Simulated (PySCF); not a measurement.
## Telling isomers of C7H8FNSi apart by NMR

How the numbers were obtained: coordinates at the PBE0-D3(BJ)/def2-SVP level, PBE0/pcSseg-1 with gauge-including orbitals, in PySCF 2.14 (non-relativistic Hamiltonian, a single conformation, in vacuum, averaged over atoms made equivalent by symmetry, fast rotation or ring inversion).

δ = σ(ref) − σ, references computed at the same level: 1H and 13C vs TMS. Splittings of carbon signals by F and P are missing where no couplings were computed. Where no couplings were computed, multiplicities follow the n + 1 count of equivalent neighbours, and m marks all less simple cases (inequivalent or close neighbours, rings, F or P nearby). Shifts are as computed. Against solution values, carbons near 30 ppm lie about +2 ppm off and those near 130 ppm about +5 ppm. Of 1211 compounds with measured shifts, 218 miss one by over three times the rms of a fit or turn the order of signals round; such compounds aren't used in these exercises.

(1) Tabulate the signals of `C=N[SiH2]c1cccc(F)c1`, `Fc1cccc(/C=N/[SiH3])c1`, `C#C[Si@H](C)n1cccc1F`, `Fc1cccc(/C=N\[SiH3])c1` and their relative energies.

(2) What is the quickest way to tell Fc1cccc(/C=N/[SiH3])c1 from Fc1cccc(/C=N\[SiH3])c1?

(3) What is the quickest way to tell C#C[Si@H](C)n1cccc1F from Fc1cccc(/C=N\[SiH3])c1?

(4) What is the quickest way to tell C=N[SiH2]c1cccc(F)c1 from Fc1cccc(/C=N\[SiH3])c1?

Answers

(1) 
```tsv
SMILES	carbon types	δC	δH	E rel. (kcal/mol)
C=N[SiH2]c1cccc(F)c1	2×C 4×CH 1×CH2	176.9, 169.9, 139.0, 136.5, 135.5, 125.3, 122.6	8.77 (m, 1H), 8.76 (m, 1H), 7.94 (d, 1H), 7.50 (m, 1H), 7.30 (m, 1H), 7.17 (m, 1H), 5.36 (s, 2H)	3.8
Fc1cccc(/C=N/[SiH3])c1	2×C 5×CH	178.9, 170.5, 144.1, 135.6, 127.6, 124.9, 124.6	8.80 (s, 1H), 8.42 (d, 1H), 7.58 (m, 1H), 7.30 (m, 1H), 7.20 (m, 1H), 5.02 (s, 3H)	0.0
C#C[Si@H](C)n1cccc1F	2×C 4×CH 1×CH3	158.6, 118.0, 115.3, 105.7, 93.3, 86.0, -0.9	6.20 (m, 1H), 6.08 (m, 1H), 5.74 (m, 1H), 4.95 (m, 1H), 2.48 (d, 1H), 0.63 (d, 3H)	22.2
Fc1cccc(/C=N\[SiH3])c1	2×C 5×CH	177.1, 170.4, 141.9, 136.2, 134.0, 123.9, 118.2	9.21 (s, 1H), 7.64 (m, 1H), 7.36 (d, 1H), 7.27 (m, 1H), 7.14 (m, 1H), 5.34 (s, 3H)	5.6
```

Energies are electronic energies at PBE0/pcSseg-1 on these geometries, without zero-point or thermal terms, each for the one conformer computed, which needn't be the lowest.

(2) Both give the same number of carbon signals, with the same numbers of each carbon type, so the positions decide. The first has an aromatic CH at 127.6 ppm, the second an aromatic CH at 118.2 ppm. Their most deshielded carbons lie at 178.9 and 177.1 ppm. In the proton spectra the most deshielded non-exchanging signals are 8.80 (s, 1H) and 9.21 (s, 1H).

(3) Both give the same number of carbon signals, but DEPT or the intensities differ. The first has a methyl carbon bonded to Si (CH3) at -0.9 ppm, the second a C=N carbon (CH) at 177.1 ppm. Their most deshielded carbons lie at 158.6 and 177.1 ppm. In the proton spectra the most deshielded non-exchanging signals are 6.20 (m, 1H) and 9.21 (s, 1H).

(4) Both give the same number of carbon signals, but DEPT or the intensities differ. The first has a C=N carbon (CH2) at 176.9 ppm, the second a C=N carbon (CH) at 177.1 ppm. In the proton spectra the most deshielded non-exchanging signals are 8.77 (m, 1H) and 9.21 (s, 1H).
